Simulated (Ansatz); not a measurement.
Reaction (cleavage of the Ge–Si bond): `[NH2][GeH2][SiH2]Cl` + HCl → `[NH2][GeH2][Cl]` + `[SiH3]Cl`

Gas-phase electronic energies from Ansatz, PBE0-D4/def2-TZVP geometries. CBS: MP2 limit from def2 TZ/QZ plus the TZ coupled-cluster correction, frozen cores. This one scheme is used for every species. DFT in def2-TZVPP. B3LYP here is the variant with VWN-RPA as its local correlation; programs differ in this. For Ge outer-core shells are correlated without core-valence functions, which leaves a few kJ/mol of doubt a bond. Scalar relativity is left out up to krypton. Each species was taken in one conformer, which may not be the lowest.

`[NH2][GeH2][SiH2]Cl`:

Cartesian coordinates in Å:
```
N -0.549 0.820 -1.576
Ge -0.913 -0.024 0.024
Si 1.175 -0.516 1.063
Cl 2.141 1.228 1.578
H -0.065 0.240 -2.247
H -1.368 1.208 -2.025
H -1.728 -1.337 -0.119
H -1.738 0.966 0.862
H 2.063 -1.270 0.140
H 0.982 -1.315 2.299
```

HCl:

```xyz
2

Cl   -0.185   -0.533    0.301
H     0.185    0.533   -0.301
```

`[NH2][GeH2][Cl]`:

```xyz
7

N     0.284   -0.093   -1.159
Ge    0.062    0.297    0.603
Cl   -1.358   -1.025    1.588
H    -0.541    0.029   -1.730
H     0.684   -1.001   -1.347
H    -0.526    1.705    0.722
H     1.395    0.088    1.323
```

`[SiH3]Cl`:

```xyz
5

Si    0.026    0.114    0.053
Cl   -0.386   -1.708   -0.800
H     0.567   -0.115    1.413
H    -1.230    0.895    0.123
H     1.023    0.813   -0.788
```

(1) Is it downhill or uphill in electronic energy at CCSD(T)/CBS, and by how much? (An estimate is asked.)

(2) What do these levels give: PBE-D4, PBE0-D4, B3LYP-D4, PBE0, CCSD(T)/def2-TZVPP, MP2/CBS(def2)? (Estimate.)

Largest T1 diagnostic among the species: 0.011.

Results:

(1) Ansatz gave: Downhill: ΔE = -79.8 kJ/mol.

(2) The calculation gave: PBE-D4 -70.5, PBE0-D4 -75.3, B3LYP-D4 -81.2, PBE0 -78.9, CCSD(T)/def2-TZVPP -81.1, MP2/CBS(def2) -85.8 kJ/mol.

In def2-TZVPP, CCSD(T) changes the Hartree–Fock value by +27.1 kJ/mol (the triples alone add +2.0 kJ/mol) and MP2 by +21.1 kJ/mol. The D4 term adds +6.0 kJ/mol with B3LYP and +3.6 kJ/mol with PBE0; it sums over pairs of atoms, weighted by their polarisabilities, and B3LYP, whose exchange is more repulsive, gets the larger term. From PBE to PBE0 (25 % exact exchange), in def2-TZVPP and without D4, ΔE moves by −4.6 kJ/mol.
